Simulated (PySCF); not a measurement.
Bonds (- single, = double, # triple, : aromatic): C1=C2, C2-C3, C3=C4, C4-C5, C5=C6, C4-C7, C7-C8, C8-C9. C1 carries H10, H11; C2 carries H12; C3 carries H13; C5 carries H14; C6 carries H15, H16; C7 carries H17, H18; C8 carries H19, H20; C9 carries H21, H22, H23. Stereochemistry as in C=C/C=C(/C=C)CCC. H11 is cis to C3; H15 is cis to C4; H10 is trans to C3; H16 is trans to C4.

Calculated, not measured (PySCF): coordinates at the GFN2-xTB level, shieldings: GIAO PBE0/pcSseg-1. Single conformer, fast rotation and ring inversion assumed for equivalent nuclei, non-relativistic, no solvent.

References, each an isolated molecule treated in the same way: $^{13}$C, $^{1}$H against TMS.

```json
{"atoms": "H14", "nucleus": "$^{1}$H", "count": "1", "Hirshfeld charge": "0.04", "δ (ppm)": "6.55"}
{"atoms": "C5", "nucleus": "$^{13}$C", "count": "1", "Hirshfeld charge": "-0.05", "δ (ppm)": "?"}
{"atoms": "H21/H22/H23", "nucleus": "$^{1}$H", "count": "3", "Hirshfeld charge": "0.04", "δ (ppm)": "1.09"}
{"atoms": "C7", "nucleus": "$^{13}$C", "count": "1", "Hirshfeld charge": "-0.07", "δ (ppm)": "?"}
{"atoms": "H13", "nucleus": "$^{1}$H", "count": "1", "Hirshfeld charge": "0.04", "δ (ppm)": "6.17"}
{"atoms": "C8", "nucleus": "$^{13}$C", "count": "1", "Hirshfeld charge": "-0.06", "δ (ppm)": "28.2"}
{"atoms": "H15", "nucleus": "$^{1}$H", "count": "1", "Hirshfeld charge": "0.04", "δ (ppm)": "5.52"}
{"atoms": "H19/H20", "nucleus": "$^{1}$H", "count": "2", "Hirshfeld charge": "0.03", "δ (ppm)": "1.46"}
{"atoms": "C9", "nucleus": "$^{13}$C", "count": "1", "Hirshfeld charge": "-0.12", "δ (ppm)": "17.4"}
{"atoms": "H17/H18", "nucleus": "$^{1}$H", "count": "2", "Hirshfeld charge": "0.04", "δ (ppm)": "2.33"}
{"atoms": "C3", "nucleus": "$^{13}$C", "count": "1", "Hirshfeld charge": "-0.05", "δ (ppm)": "?"}
{"atoms": "H16", "nucleus": "$^{1}$H", "count": "1", "Hirshfeld charge": "0.05", "δ (ppm)": "5.42"}
{"atoms": "H11", "nucleus": "$^{1}$H", "count": "1", "Hirshfeld charge": "0.05", "δ (ppm)": "?"}
{"atoms": "H12", "nucleus": "$^{1}$H", "count": "1", "Hirshfeld charge": "0.05", "δ (ppm)": "7.01"}
{"atoms": "C1", "nucleus": "$^{13}$C", "count": "1", "Hirshfeld charge": "-0.10", "δ (ppm)": "?"}
{"atoms": "C2", "nucleus": "$^{13}$C", "count": "1", "Hirshfeld charge": "-0.05", "δ (ppm)": "?"}
{"atoms": "H10", "nucleus": "$^{1}$H", "count": "1", "Hirshfeld charge": "0.05", "δ (ppm)": "5.53"}
{"atoms": "C6", "nucleus": "$^{13}$C", "count": "1", "Hirshfeld charge": "-0.10", "δ (ppm)": "118.7"}
{"atoms": "C4", "nucleus": "$^{13}$C", "count": "1", "Hirshfeld charge": "0.01", "δ (ppm)": "149.0"}
```

Q: Complete the table.

A: 
- C5: 148.2 ppm, alkene CH; as expected for a trigonal carbon in a double bond
- C2: 140.6 ppm, alkene CH; as expected for a trigonal carbon in a double bond
- C3: 140.4 ppm, alkene CH; the olefinic region
- C1: 126.1 ppm, terminal =CH2 carbon; the olefinic region
- C7: 32.9 ppm, allylic sp3 CH2; a saturated carbon with 2 carbon neighbours and no heteroatom attached
- H11: 5.58 ppm, hydrogen on a terminal =CH2 carbon; attached to an sp2 carbon and in the plane of the double bond

Shifts are as computed. Against solution values, carbons near 30 ppm lie about +3 ppm off and those near 130 ppm about +5 ppm. Of 1211 compounds with measured shifts, 218 miss one by over three times the rms of a fit or turn the order of signals round; such compounds aren't used in these exercises.
